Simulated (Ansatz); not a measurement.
The same molecule with X = S, Se, Te. Ansatz, PBE0-D4/def2-TZVP geometries, multiplicity 1. Each molecule was computed in one conformer, which needn't be the lowest.

Elements past krypton have def2 core potentials. Scalar relativity is left out up to krypton. Spin–orbit coupling is left out; it splits and shifts lone-pair levels of the heavy atoms by tenths of an eV.

| X | molecule | mean X–C bond length / Å | mean X–Ge bond length / Å | HOMO–LUMO gap (PBE0/def2-TZVPP) / eV | HOMO energy (ωB97M-V/def2-TZVPP) / eV | LUMO energy (PBE/def2-TZVPP) / eV |
| --- | --- | --- | --- | --- | --- | --- |
| S | `C=C[S][GeH3]` | 1.758 | 2.222 | 6.30 | -8.73 | -1.28 |
| Te | `C=C[Te][GeH3]` | 2.103 | 2.554 | 5.26 | -8.16 | -1.69 |

Give the row for X = Se, `C=C[Se][GeH3]`. (Best estimate.)

The calculation gave: 
```
 X         molecule  mean X–C bond length / Å  mean X–Ge bond length / Å  HOMO–LUMO gap (PBE0/def2-TZVPP) / eV  HOMO energy (ωB97M-V/def2-TZVPP) / eV  LUMO energy (PBE/def2-TZVPP) / eV
Se  `C=C[Se][GeH3]`                     1.905                      2.353                                  6.05                                  -8.55                              -1.35
```

From S to Te the mean X–C bond length rises at each step, by 0.345 Å in all; the mean X–Ge bond length rises at each step, by 0.332 Å in all; the HOMO–LUMO gap (PBE0/def2-TZVPP) falls at each step, by 1.04 eV in all; the HOMO energy (ωB97M-V/def2-TZVPP) rises at each step, by 0.57 eV in all; the LUMO energy (PBE/def2-TZVPP) falls at each step, by 0.41 eV in all. Bonds lengthen as the atom grows down the group.

Positive LUMOs are unbound, so they and the gaps depend on the basis.
